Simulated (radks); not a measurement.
Values are calculated unless marked as measured or tabulated.
Effect of the nuclear size on the vanadium ion V9+, [Ne] 3s2 3p2. Code: a radial shooting solver on a logarithmic mesh with Libxc functionals. Model: Dirac Kohn-Sham, LDA (Slater exchange, Perdew-Wang correlation), spin-unpolarised, spherical densities, finite nucleus; open shells fill j = l - 1/2 first; Fermi nuclear charge, rms radius 3.6002 fm. The rms radius is varied about that value; shifts are against it.

rms radius (fm)  total energy shift (eV)  density at nucleus (e/bohr^3)  1s1/2 shift (meV)  2s1/2 shift (meV)  2p1/2 shift (meV)  3s1/2 shift (meV)
2.8838                           -0.0214                           9943              -9.01             -0.766              0.108             -0.137
3.323                           -0.00881                           9895              -3.71             -0.316              0.045             -0.056
3.6002                                 0                           9868              0.000              0.000              0.000              0.000
3.9026                            0.0104                           9842               4.38              0.372             -0.053              0.066
4.2914                            0.0249                           9811               10.5              0.894             -0.126              0.159

Slopes of the eigenvalues against <r^2> in GHz/fm^2, as finite differences over the two radii next to the reference (eigenvalue slopes, not the field-shift constants of lines): 1s1/2 467, 2s1/2 39.7, 2p1/2 -5.62, 3s1/2 7.08.
